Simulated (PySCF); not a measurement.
# EPR parameters of C6H9S2

Compound: C6H9S2 (doublet state).
Numbering: `[CH2:1][S:2][C@@:3]1([CH3:4])[CH2:5][CH2:6][C:7]1=[S:8]` (hydrogens: H9, H10 on C1; H11, H12, H13 on C4; H14, H15 on C5; H16, H17 on C6)

Structure used (GFN2-xTB), in Å, numbered top down from 1:
```
atom  x, y, z in Å
C1     2.407    0.145    0.844
S2     1.003    0.938    1.296
C3    -0.204    0.403   -0.052
C4    -0.152    1.395   -1.192
C5    -0.095   -1.107   -0.335
C6    -1.360   -1.341    0.511
C7    -1.511    0.149    0.624
S8    -2.679    1.124    1.167
H9     3.129   -0.059    1.607
H10    2.672    0.037   -0.190
H11   -0.849    1.097   -1.974
H12   -0.437    2.381   -0.831
H13    0.850    1.447   -1.613
H14   -0.223   -1.343   -1.389
H15    0.813   -1.581    0.035
H16   -1.181   -1.834    1.467
H17   -2.191   -1.840    0.015
```

The hyperfine couplings belong to this conformer and change with its torsions.

Method used: PySCF 2.14.0, UKS B3LYP, pcH-1 on C H S, non-relativistic, mean-field spin-orbit, GIAO. Isolated species at its GFN2-xTB geometry (one conformer only). Couplings are sensitive to structure, and on GFN2-xTB geometries they can be far from those on DFT ones. Stability of the SCF solution: not tested.

```json
{
 "g1, g2, g3": "2.00221, 2.00857, 2.00894",
 "g_iso": "2.00657",
 "Form of g": "close to axial: the two nearest values differ by 5 % of g3 − g1",
 "⟨S²⟩": "0.7588 (exact 0.7500)",
 "α and β electrons": "39, 38",
 "HOMO–LUMO gap, α and β orbitals": "2.93, 3.36 eV"
}
```

Isotropic coupling and dipolar principal values T1 to T3, in MHz; ρ(0) is the spin density at the nucleus:

```
atom  isotope  a_iso  of which spin–orbit     T1     T2     T3  Mulliken spin population  ρ(0) (bohr⁻³)
  C1      13C   75.9                  0.2  -62.9  -62.3  125.1                      0.77         0.0673
  S2      33S   15.2                 -0.5  -25.4  -21.7   47.1                      0.17         0.0454
  C3      13C   13.7                  0.0   -3.5   -3.2    6.8                      0.04         0.0122
  C4      13C   11.7                  0.0   -1.0   -0.7    1.7                      0.01         0.0104
  C5      13C    0.7                  0.0   -1.6   -0.1    1.7                      0.00         0.0006
  C6      13C   -1.5                  0.0   -0.6    0.1    0.5                      0.00        -0.0013
  C7      13C   -0.3                  0.0   -4.9    0.1    4.8                     -0.01        -0.0003
  S8      33S    1.5                  0.2   -8.7   -6.4   15.1                      0.07         0.0039
  H9       1H  -46.9                  0.1  -30.0   -1.6   31.6                     -0.03        -0.0105
 H10       1H  -28.7                  0.1  -29.4   -1.4   30.8                     -0.02        -0.0064
 H11       1H   -2.0                  0.0   -1.2   -1.0    2.2                      0.00        -0.0004
 H12       1H   -0.5                  0.0   -1.9   -1.3    3.1                      0.00        -0.0001
 H13       1H    0.3                  0.0   -2.2   -1.3    3.5                      0.00         0.0001
 H14       1H    0.1                  0.0   -1.6   -0.9    2.5                      0.00         0.0000
 H15       1H   -1.8                  0.0   -6.0   -3.4    9.4                      0.00        -0.0004
 H16       1H   12.5                  0.0   -1.1   -0.9    2.0                      0.00         0.0028
 H17       1H    0.3                  0.0   -0.8   -0.6    1.4                      0.00         0.0001
```

The Mulliken spin populations are largest on C1 (+0.77), S2 (+0.17) and S8 (+0.07). The angles at C1 add up to 358.7°, so it is planar; its axial dipolar tensor and the negative couplings of its protons fit spin in a p orbital normal to that plane.

Under fast tumbling the dipolar parts average out, and these isotropic splittings remain: 1 × 1H (H9, I = 1/2, 2 lines) with 1.67 mT, 1 × 1H (H10, I = 1/2, 2 lines) with 1.02 mT, 1 × 1H (H16, I = 1/2, 2 lines) with 0.45 mT and 1 × 1H (H15, I = 1/2, 2 lines) with 0.06 mT.

H9 and H10 aren't averaged: C1 is flat or nearly so (angle sum 359°), and its turn about the short C1–S2 bond (1.68 Å) is taken as slow.

The 13C coupling of C1 (75.9 MHz) shows only in satellite lines or after enrichment, since that isotope makes up about 1.07 % of natural carbon.

The 33S coupling of S2 (15.2 MHz) shows only in satellite lines or after enrichment, since that isotope makes up about 0.76 % of natural sulfur.

Examples of negative spin density at the nucleus (bohr⁻³): H9 (-0.0105), H10 (-0.0064) and C6 (-0.0013).
